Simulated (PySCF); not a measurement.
Computed shifts of a molecule C6H10, PBE/pcSseg-1 in PySCF, GIAO, gas phase, equivalent atoms averaged, in ppm (number of nuclei): ¹³C: 217.0 (1), 99.4 (1), 92.1 (1), 32.1 (1), 20.5 (1), 19.7 (1). ¹H: 5.50 (1), 5.49 (1), 2.43 (1), 2.16 (1), 1.99 (3), 1.33 (3). References: ¹³C against TMS (σ = 182.0 ppm); ¹H against TMS (σ = 31.49 ppm), references at their B3LYP-D3(BJ)/def2-TZVP geometries, non-relativistic. Geometry: PBE0-D3(BJ)/def2-SVP. One conformer was computed; it need not be the lowest.

**Question.** Which molecule gave these data?
A. C=CC(C)C=C
B. C=C=C(C)CC
C. CC1=C[C@@H](C)C1
D. CC=C=CCC

**Answer.** D, CC=C=CCC
